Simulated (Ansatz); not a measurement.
## Relative energies of C2H10N2Si isomers

2 of its isomers, all singlets with charge 0: A = `CN[SiH2]NC`; B = `CN(C)N[SiH3]`.

Shapes, held fixed at every level: PBE0-D4/def2-TZVP. Flexible molecules stand in one conformer, not always the lowest. Programs: Ansatz 0.2.0.

Electronic energies in kJ/mol, without zero-point or thermal terms.

(1) Which isomer should be the most stable, and roughly by how much?

## Answers

(1) A < B in rising energy, over a span of 207 kJ/mol, by CCSD(T)/CBS estimate. All levels agree on that. The B − A difference spans +186.6 to +211.0 kJ/mol over the levels. The CBS estimate extrapolates MP2 from def2-TZVPP and def2-QZVPP and adds CCSD(T) − MP2 in the triple-zeta set, cores frozen.

```json
{"level": "SPW92/def2-TZVPP", "kind": "LDA", "B − A": "+186.6"}
{"level": "r2SCAN-D4/def2-TZVPP", "kind": "meta-GGA", "B − A": "+201.8"}
{"level": "BHLYP-D4/def2-TZVPP", "kind": "global hybrid", "B − A": "+208.0"}
{"level": "wB97M-V/def2-TZVPP", "kind": "range-separated hybrid", "B − A": "+203.0"}
{"level": "wB97X-V/def2-TZVPP", "kind": "range-separated hybrid", "B − A": "+196.4"}
{"level": "B2PLYP/def2-TZVPP", "kind": "double hybrid", "B − A": "+207.8"}
{"level": "MP2/def2-TZVPP", "kind": "perturbation theory", "B − A": "+211.0"}
{"level": "CCSD(T)/CBS estimate", "kind": "coupled cluster or CI", "B − A": "+207.0"}
```
